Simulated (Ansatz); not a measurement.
Basis sets compared for the cluster Sn₄Cl₄ (the lowest singlet isomer of a short search). The state is a singlet with charge 0. Geometry PBE0-D4/def2-SVP. Ansatz on 4 threads of Intel Xeon on a shared host; times are rough, and most runs start from earlier orbitals.

Cartesian coordinates in Å:
```
Sn -0.5715 0.8465 -1.7917
Sn 1.3196 0.6907 0.7262
Sn 1.2059 -1.5226 -2.2059
Sn -1.9884 1.0910 0.8564
Cl 2.1761 -1.8547 0.1243
Cl -1.2748 -1.7476 -1.5234
Cl -0.4402 2.9678 1.5216
Cl -0.4268 -0.4711 2.2926
```

In the def2 sets Sn takes a core potential; there is no spin–orbit coupling. The restricted singlet is unstable towards broken spin symmetry in Hartree–Fock (as tested in another run); at PBE-D4/def2-TZVP, PBE0-D4/def2-SVP, PBE0-D4/def2-TZVP this wasn't settled. The structure comes from a short search, and lower isomers may exist.

Binding counts from free atoms (Sn triplet, Cl doublet) in the same basis, without a counterpoise term.

| level | functions | energy (Eh) | HOMO (eV) | LUMO (eV) | binding per atom (eV) | wall time |
| --- | --- | --- | --- | --- | --- | --- |
| PBE-D4/def2-SVP | 176 | -2697.0251 | -4.96 | -3.17 | 2.93 | 5 s |
| PBE0-D4/def2-SVP | 176 | -2697.1895 | -5.80 | -2.69 | 2.78 | 12 s |

(1) Estimate the rows for PBE-D4/def2-TZVP (with forces), PBE0-D4/def2-TZVP.

Answers

(1) 
```
                         level  functions  energy (Eh)  HOMO (eV)  LUMO (eV)  binding per atom (eV)  wall time
PBE-D4/def2-TZVP (with forces)        348   -2697.6854      -5.04      -3.26                   2.91       17 s
             PBE0-D4/def2-TZVP        348   -2697.8403      -5.83      -2.74                   2.78       43 s
```
